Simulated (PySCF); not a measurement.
SMILES CC(C)(C)/C=C\Br (GFN2-xTB optimised geometry):

```
18

C      1.375     0.660     0.000
C     -0.159     0.660     0.000
C     -0.654     2.111     0.000
C     -0.684    -0.042    -1.259
C     -0.685    -0.019     1.241
C     -0.523    -1.259     1.669
Br     0.463    -2.643     0.823
H      1.755     1.128     0.907
H      1.743     1.221    -0.857
H      1.772    -0.348    -0.061
H     -0.287     2.643     0.876
H     -0.298     2.630    -0.887
H     -1.741     2.146     0.002
H     -0.355     0.497    -2.144
H     -1.772    -0.065    -1.254
H     -0.317    -1.061    -1.328
H     -1.290     0.610     1.883
H     -0.964    -1.610     2.589
```

Method: PySCF with PBE0/def2-SVP.

**Question.** What are the frontier orbital energies and the dipole moment?

**Answer.** HOMO-2 -9.15 eV, HOMO-1 -7.93 eV, HOMO -7.08 eV, LUMO 0.06 eV, LUMO+1 0.72 eV; dipole moment 1.40 D.

Meta-Löwdin charges at PBE0/def2-SVP: C1 -0.30, C2 0.06, C3 -0.30, C4 -0.30, C5 -0.10, C6 -0.14, Br7 -0.05, H8 0.10, H9 0.10, H10 0.10, H11 0.09, H12 0.10, H13 0.09, H14 0.10, H15 0.10, H16 0.10, H17 0.11, H18 0.13.
